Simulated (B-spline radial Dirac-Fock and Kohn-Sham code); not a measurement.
**Tb²³⁺: eigenvalues, ΔSCF and the reference**

System: the Tb²³⁺ ion in the configuration [Kr] 4d6.

The density-functional columns are spherical, spin-unpolarised Dirac-Kohn-Sham results without Breit or QED terms: −ε is minus the orbital energy of the initial state and ΔSCF the difference of two total energies. The reference in the last column comes from Dirac-Fock ΔSCF + Breit + QED. All numbers are from an atomic code on a B-spline grid, in eV; a selection of levels is shown. The Kohn-Sham columns are given as differences from the reference. For the 1s level of heavy atoms much of the gap between ΔSCF and the reference is the Breit and QED part, -227.4 eV here; for other levels the error of the functional can be larger.

```
level  LDA −ε − DF  LDA ΔSCF − DF  Dirac-Fock
    K       -270.3         +214.1     52711.5
   L1       -162.1          -59.8      9433.4
   L2       -123.1           +2.2      8972.0
   L3       -130.9          -17.0      8234.2
   M1        -87.9          -46.2      2676.0
   M2        -72.5          -29.0      2477.2
   M3        -71.3          -29.9      2320.7
   M4        -49.8           -3.2      1983.3
   M5        -50.5           -4.8      1950.1
   N1        -38.2          -16.4      1040.7
   N2        -27.9           -6.2       956.1
   N3        -28.0           -7.1       914.6
 N4,5        -18.9           +1.8       776.6
```

Values without a named source are computed, but for edge energies of neutral atoms, which are taken from tables.
